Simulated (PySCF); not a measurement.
Isomers of C3H11NO2Si3.

All values: PBE0/pcSseg-1 (PySCF) at GFN2-xTB geometries, gas phase, one conformer each.

**Question.** Rank by HOMO–LUMO gap, lowest first.
A. `[CH3:1][NH:2][SiH2:3][C:4](=[O:5])[SiH2:6][C:7](=[O:8])[SiH3:9]` with C1–N2–Si3–C4 -173°, N2–Si3–C4–O5 -147°, Si3–C4–Si6–C7 -140°, C4–Si6–C7–O8 126°
B. `[CH3:1][CH2:2][O:3][Si@H:4]([OH:5])[SiH2:6][SiH2:7][C:8]#[N:9]` with C1–C2–O3–Si4 131°, C2–O3–Si4–O5 -44°, O3–Si4–O5–H -47°, O3–Si4–Si6–Si7 55°, Si4–Si6–Si7–C8 26°
C. `[CH2:1]=[CH:2][Si@@H:3]([CH:4]=[O:5])[N:6]([SiH3:7])[SiH2:8][OH:9]` with C1–C2–Si3–C4 129°, C2–Si3–C4–O5 124°, C2–Si3–N6–Si7 -128°, Si3–N6–Si8–O9 -1°, N6–Si8–O9–H -52°
D. `[CH3:1][C:2](=[O:3])[C:4](=[O:5])[SiH2:6][N:7]([SiH3:8])[SiH3:9]` with C1–C2–C4–O5 -14°, C2–C4–Si6–N7 -177°, C4–Si6–N7–Si8 -93°

**Answer.** A (3.63 eV), D (4.00 eV), C (5.34 eV), B (6.91 eV).

**Question.** Rank by the lowest IAO charge on any atom, lowest value first.
A. `[CH3:1][C:2](=[O:3])[C:4](=[O:5])[SiH2:6][N:7]([SiH3:8])[SiH3:9]` with C1–C2–C4–O5 -14°, C2–C4–Si6–N7 -177°, C4–Si6–N7–Si8 -93°
B. `[CH3:1][CH2:2][O:3][Si@H:4]([OH:5])[SiH2:6][SiH2:7][C:8]#[N:9]` with C1–C2–O3–Si4 131°, C2–O3–Si4–O5 -44°, O3–Si4–O5–H -47°, O3–Si4–Si6–Si7 55°, Si4–Si6–Si7–C8 26°
C. `[CH3:1][NH:2][SiH2:3][C:4](=[O:5])[SiH2:6][C:7](=[O:8])[SiH3:9]` with C1–N2–Si3–C4 -173°, N2–Si3–C4–O5 -147°, Si3–C4–Si6–C7 -140°, C4–Si6–C7–O8 126°
D. `[CH2:1]=[CH:2][Si@@H:3]([CH:4]=[O:5])[N:6]([SiH3:7])[SiH2:8][OH:9]` with C1–C2–Si3–C4 129°, C2–Si3–C4–O5 124°, C2–Si3–N6–Si7 -128°, Si3–N6–Si8–O9 -1°, N6–Si8–O9–H -52°
E. `[CH3:1]/[N:2]=[CH:3]/[C@@H:4]1[SiH2:5][O:6][Si@@H:7]1[O:8][SiH3:9]` with N2–C3–C4–Si5 17°, O6–Si7–O8–Si9 -47°

**Answer.** D (-1.051 e), A (-1.023 e), E (-0.910 e), B (-0.790 e), C (-0.678 e).

**Question.** Rank by dipole moment, highest first.
A. `[CH3:1][CH2:2][O:3][Si@H:4]([OH:5])[SiH2:6][SiH2:7][C:8]#[N:9]` with C1–C2–O3–Si4 131°, C2–O3–Si4–O5 -44°, O3–Si4–O5–H -47°, O3–Si4–Si6–Si7 55°, Si4–Si6–Si7–C8 26°
B. `[CH3:1][C:2](=[O:3])[C:4](=[O:5])[SiH2:6][N:7]([SiH3:8])[SiH3:9]` with C1–C2–C4–O5 -14°, C2–C4–Si6–N7 -177°, C4–Si6–N7–Si8 -93°
C. `[CH3:1][NH:2][SiH2:3][C:4](=[O:5])[SiH2:6][C:7](=[O:8])[SiH3:9]` with C1–N2–Si3–C4 -173°, N2–Si3–C4–O5 -147°, Si3–C4–Si6–C7 -140°, C4–Si6–C7–O8 126°
D. `[CH3:1]/[N:2]=[CH:3]/[C@@H:4]1[SiH2:5][O:6][Si@@H:7]1[O:8][SiH3:9]` with N2–C3–C4–Si5 17°, O6–Si7–O8–Si9 -47°
E. `[CH2:1]=[CH:2][Si@@H:3]([CH:4]=[O:5])[N:6]([SiH3:7])[SiH2:8][OH:9]` with C1–C2–Si3–C4 129°, C2–Si3–C4–O5 124°, C2–Si3–N6–Si7 -128°, Si3–N6–Si8–O9 -1°, N6–Si8–O9–H -52°

**Answer.** C (4.30 D), E (3.29 D), A (2.65 D), D (2.49 D), B (1.03 D).

All values together:

| SMILES | μ (D) | HOMO (eV) | LUMO (eV) | lowest IAO charge (e) | highest IAO charge (e) | lowest Hirshfeld charge (e) | highest Hirshfeld charge (e) |
| --- | --- | --- | --- | --- | --- | --- | --- |
| CN[SiH2]C(=O)[SiH2]C(=O)[SiH3] | 4.30 | -6.12 | -2.49 | -0.678 (N) | +0.859 (Si) | -0.243 (N) | +0.360 (Si) |
| C=C[Si@@H](C=O)N([SiH3])[SiH2]O | 3.29 | -7.22 | -1.88 | -1.051 (N) | +1.125 (Si) | -0.352 (N) | +0.414 (Si) |
| C/N=C/[C@@H]1[SiH2]O[Si@@H]1O[SiH3] | 2.49 | -7.23 | -0.34 | -0.910 (O) | +1.325 (Si) | -0.336 (O) | +0.473 (Si) |
| CC(=O)C(=O)[SiH2]N([SiH3])[SiH3] | 1.03 | -6.85 | -2.85 | -1.023 (N) | +0.809 (Si) | -0.344 (N) | +0.347 (Si) |
| CCO[Si@H](O)[SiH2][SiH2]C#N | 2.65 | -7.99 | -1.08 | -0.790 (O) | +1.102 (Si) | -0.307 (O) | +0.384 (Si) |

Conformers: `[CH3:1][NH:2][SiH2:3][C:4](=[O:5])[SiH2:6][C:7](=[O:8])[SiH3:9]` with C1–N2–Si3–C4 -173°, N2–Si3–C4–O5 -147°, Si3–C4–Si6–C7 -140°, C4–Si6–C7–O8 126°; `[CH2:1]=[CH:2][Si@@H:3]([CH:4]=[O:5])[N:6]([SiH3:7])[SiH2:8][OH:9]` with C1–C2–Si3–C4 129°, C2–Si3–C4–O5 124°, C2–Si3–N6–Si7 -128°, Si3–N6–Si8–O9 -1°, N6–Si8–O9–H -52°; `[CH3:1]/[N:2]=[CH:3]/[C@@H:4]1[SiH2:5][O:6][Si@@H:7]1[O:8][SiH3:9]` with N2–C3–C4–Si5 17°, O6–Si7–O8–Si9 -47°; `[CH3:1][C:2](=[O:3])[C:4](=[O:5])[SiH2:6][N:7]([SiH3:8])[SiH3:9]` with C1–C2–C4–O5 -14°, C2–C4–Si6–N7 -177°, C4–Si6–N7–Si8 -93°; `[CH3:1][CH2:2][O:3][Si@H:4]([OH:5])[SiH2:6][SiH2:7][C:8]#[N:9]` with C1–C2–O3–Si4 131°, C2–O3–Si4–O5 -44°, O3–Si4–O5–H -47°, O3–Si4–Si6–Si7 55°, Si4–Si6–Si7–C8 26°.
